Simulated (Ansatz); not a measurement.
Consider the hydrogenolysis of the Si–C bond: `O[SiH](O)[CH2][GeH3]` + H₂ → `O[SiH2]O` + `[CH3][GeH3]`.

Program: Ansatz. Geometries: PBE0-D4/def2-TZVP. ΔE: electronic, gas phase. CCSD(T)/CBS is the MP2 limit (def2-TZVPP, def2-QZVPP) plus CCSD(T) − MP2 in def2-TZVPP, frozen cores. This one scheme is used for every species. Functionals use def2-TZVPP. For Ge outer-core shells are correlated without core-valence functions, which leaves a few kJ/mol of doubt a bond. Scalar relativity is left out up to krypton. One conformer a species, not always the lowest.

**Question.** Is it downhill or uphill in electronic energy at CCSD(T)/CBS, and by how much? (An estimate is asked.)

**Answer.** Ansatz gave: Downhill: ΔE = -0.04 eV.

**Question.** What do these levels give: PBE-D4, r2SCAN-D4, PBE0-D4, PBE, r2SCAN, MP2/def2-TZVPP, CCSD/def2-TZVPP, CCSD(T)/def2-TZVPP, HF/def2-QZVPP, MP2/def2-QZVPP, SCS-MP2/def2-QZVPP, HF/CBS(def2)? (An estimate is asked.)

**Answer.** The calculation gave: PBE-D4 -0.04, r2SCAN-D4 -0.03, PBE0-D4 -0.06, PBE -0.14, r2SCAN -0.06, MP2/def2-TZVPP -0.01, CCSD/def2-TZVPP -0.12, CCSD(T)/def2-TZVPP -0.07, HF/def2-QZVPP -0.37, MP2/def2-QZVPP 0.00, SCS-MP2/def2-QZVPP -0.08, HF/CBS(def2) -0.37 eV.

Largest T1 diagnostic among the species: 0.011.

The D4 term adds +0.16 eV with B3LYP and +0.09 eV with PBE0; it sums over pairs of atoms, weighted by their polarisabilities, and B3LYP, whose exchange is more repulsive, gets the larger term. In def2-TZVPP, CCSD(T) changes the Hartree–Fock value by +0.29 eV (the triples alone add +0.05 eV) and MP2 by +0.35 eV.

B3LYP here is the variant with VWN-RPA as its local correlation; programs differ in this.
